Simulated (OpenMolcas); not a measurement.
Pt6+ (d4) among equal point charges was computed by CASSCF with the d shell active (OpenMolcas, ANO-RCC-VTZP on the metal). Its lowest spin-free states, and all those of the highest spin:

| 2S+1 | Degeneracy | E (cm-1) |
| --- | --- | --- |
| 5 | 3 | 0.0 |
| 5 | 2 | 1692 |
| 3 | 3 | 20215 |
| 3 | 3 | 20813 |
| 3 | 3 | 21683 |
| 3 | 2 | 22067 |
| 3 | 3 | 23799 |
| 3 | 3 | 24512 |
| 3 | 3 | 25033 |
| 3 | 1 | 25225 |
| 3 | 3 | 25827 |
| 3 | 2 | 26629 |

Task: Is the site octahedral, tetrahedral or cube-like, axial, or of lower symmetry?

Result: The states with 2S+1 = 5 have orbital degeneracies 3, 2. Threefold states need a cubic site. For d4 at this spin an octahedron puts the twofold E below the threefold T2 and a tetrahedron or cube puts the threefold T2 below the twofold E, so the site is a tetrahedron or a cube, which this pattern cannot tell apart. The first gap at this spin, 1690 cm-1, is |10Dq| in ligand-field theory. The run had Pt6+ among 4 point charges of -1.3 e arranged as a tetrahedron (Td), 2 Å from the ion.

Spin-orbit coupling mixes the spin-free states strongly: the lowest level takes only 40 % from its leading state, 5T2. Without dynamic correlation the repulsion within the d shell is too large (B by tens of per cent), so at a given field states of lower spin stand too high. Point charges give a weaker field than real ligands, and real ions of this kind are as a rule low spin; the high spin found here belongs to the model. The ground term spreads over less than 5000 cm-1, several times less than with real ligands, so orbital moments are less quenched and χT lies further from the spin-only value than at real sites. This is an electrostatic model: the charges have no orbitals. No measured value stands beside these numbers.
